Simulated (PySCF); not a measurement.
**Stationary points of WH₆**

Level of theory: PBE0 in PySCF with W def2-TZVP with ECP60, H def2-TZVP; scalar-relativistic core potentials, no spin–orbit coupling; density-fitted integrals.

Relaxations began from a few typed shapes. The search is not exhaustive: other isomers or separated fragments can lie lower, and high-lying points may rest on an excited occupation.

Question: Order these stationary points by electronic energy, lowest first, in kJ/mol from the lowest minimum.
A. singlet C5v: W–H 1.674 Å (×5), W–H 1.730 Å; H–W–H 64.4° (×5), H–W–H 114.9° (×5), H–W–H 119.2° (×5)
B. singlet D3h: W–H 1.727 Å (×6); H–W–H 75.1° (×3), H–W–H 86.7° (×6), H–W–H 133.3° (×6)
C. singlet C3v: W–H 1.658 Å (×3), W–H 1.706 Å (×3); H–W–H 62.0° (×3), H–W–H 67.0° (×3), H–W–H 114.7° (×3), H–W–H 118.4° (×6)

Answer: C (0.0), A (1.9), B (151.0).

Question: Which of them are minima?

Answer: By energy in kJ/mol, 0.0: minimum; 1.9: minimum; 151.0: saddle point, 3 imaginary modes.

For the lowest minimum: stability towards spin polarisation was not tested. Spin–orbit coupling, left out here, can matter for elements this heavy.
